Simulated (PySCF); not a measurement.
HNSi, SMILES [NH+]#[Si-].

Coordinates come from a PBE0-D3(BJ)/def2-TZVPD optimisation.

Level of theory: PBE/def2-TZVPD (PySCF).

Isolated molecule, no solvent.

```
Quantity                                                                                                        Value
---------------------------------------------------------------------------------------------  ----------------------
total energy                                                                                       -344.64591 hartree
point group                                                                                                       C∞v
highest occupied level                                                                                       -6.89 eV
lowest empty level                                                                                           -2.09 eV
orbital gap                                                                                                   4.80 eV
dipole moment                                                                                               0.033 e·Å
quadrupole, principal values (traceless, Buckingham form, about the centre of nuclear charge)  -1.43, -1.43, 2.86 D·Å
mean static polarisability                                                                       37.8 bohr³ (5.60 Å³)
polarisability, principal values                                                               33.5, 33.5, 46.5 bohr³
```
